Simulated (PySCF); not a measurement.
## Ag: interval between two levels

Ag [Kr] 4d10 5s1 [2S1/2, M_J = 1/2] → Ag [Kr] 4d10 5d1 [2D5/2, M_J = 5/2], as a difference of total energies. All numbers are calculated (PySCF 2.14, the two-component X2C-1e Hamiltonian, in x2c-TZVPall-2c with one added diffuse shell each of s, p, d type (9s10p8d1f, 86 functions)). Correlated levels: [Ar] 3d10 frozen; the 6 highest virtual spinors dropped. "Screened" scales the spin-orbit matrix elements by Boettger's factors to mimic the two-electron term; Breit and QED terms are absent.

```json
{"method": "GHF (spin-free)", "interval between two levels (cm⁻¹)": "41327"}
{"method": "GMP2 (spin-free)", "interval between two levels (cm⁻¹)": "48020"}
{"method": "GHF (screened spin-orbit)", "interval between two levels (cm⁻¹)": "41360"}
{"method": "GMP2 (screened spin-orbit)", "interval between two levels (cm⁻¹)": "48057"}
```

The spin-free rows lack the spin-orbit shift.

Errors of the correlated levels include the incompleteness of this basis and the frozen core.

For comparison: 48764 cm⁻¹ (measured; NIST Handbook of Basic Atomic Spectroscopic Data (Sansonetti and Martin, J. Phys. Chem. Ref. Data 34, 1559 (2005))).
